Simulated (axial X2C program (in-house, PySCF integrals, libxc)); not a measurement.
**KH along the bond: PBE0, with spin–orbit coupling**

Computed with an axial X2C code built on PySCF integrals. Two-component (2c) means X2C with spin–orbit coupling and atomic mean-field two-electron Coulomb and Gaunt terms. Basis: K dyall-cv3z [11s12p6d3f], H dyall-v3z [6s2p1d] (cores contracted in-house); Gaussian nuclei, density fitting, unrestricted open shells. Masses: K 38.964 u, H 1.008 u.

State: Ω = 0 (closed shell). Dipoles are positive if H is the positive end.

```tsv
R (Å)	μ (D)	HOMO (eV)	LUMO (eV)
1.945	-6.739	-4.40	-0.97
2.035	-7.047	-4.38	-1.02
2.102	-7.272	-4.36	-1.06
2.169	-7.493	-4.33	-1.10
2.236	-7.710	-4.30	-1.14
2.314	-7.960	-4.27	-1.19
2.393	-8.207	-4.23	-1.23
2.493	-8.518	-4.18	-1.29
2.616	-8.892	-4.11	-1.37
2.795	-9.421	-4.03	-1.48
```

Problem. The minimum lies at 2.235 Å. What is the dipole moment there, and its slope?

Solution. At PBE0, 2c, with the sign and origin stated: μ = -7.71 D, dμ/dR = -3.22 D/Å.

Occupations by symmetry block were frozen at the best pattern of an incomplete PBE0 search. Closed shells are restricted here (equal orbitals for both partners); the stretched side of such a curve lies too high.
